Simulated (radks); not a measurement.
Values are calculated unless marked as measured or tabulated.
Fractional charge and spin in the 6s shell of lead: the spin-up occupation runs from 0 to 1 and the spin-down occupation from 0 to 1; the fullest corner is Pb, [Xe] 4f14 5d10 6p(up 1, down 1) 6s(up 1, down 1). Code: a radial shooting solver on a logarithmic mesh with Libxc functionals. Model: scalar-relativistic Kohn-Sham, PBE, spin-polarised, spherical densities, finite nucleus; Fermi nuclear charge, rms radius of each element as measured or else 0.836 A^(1/3) + 0.57 fm. Energy (eV) minus the two flat planes that join the four corners (they meet along the diagonal where the two added fractions sum to one electron); zero is where a piecewise linear energy would lie.

\begin{tabular}{lrrr}
down \ up & 0 & 0.5 & 1 \\ \hline
0 & 0.000 & -1.113 & 0.000 \\
0.5 & -1.113 & 0.199 & -0.992 \\
1 & 0.000 & -0.992 & 0.000 \\
\end{tabular}

Corners above the fullest one (they belong to Pb+ and the next ion): (up 1, down 0) 15.891 eV, (up 0, down 1) 15.891 eV, (up 0, down 0) 41.023 eV. With half an added electron in each spin the energy lies 0.199 eV from the planes, and with half an added electron in spin up alone -1.113 eV. The planes are only a guide here: the flat-plane condition holds for ground states with one frontier orbital, while this shell lies below other occupied shells, so the corners above the fullest one are inner-hole states and not the ground states of those ions.
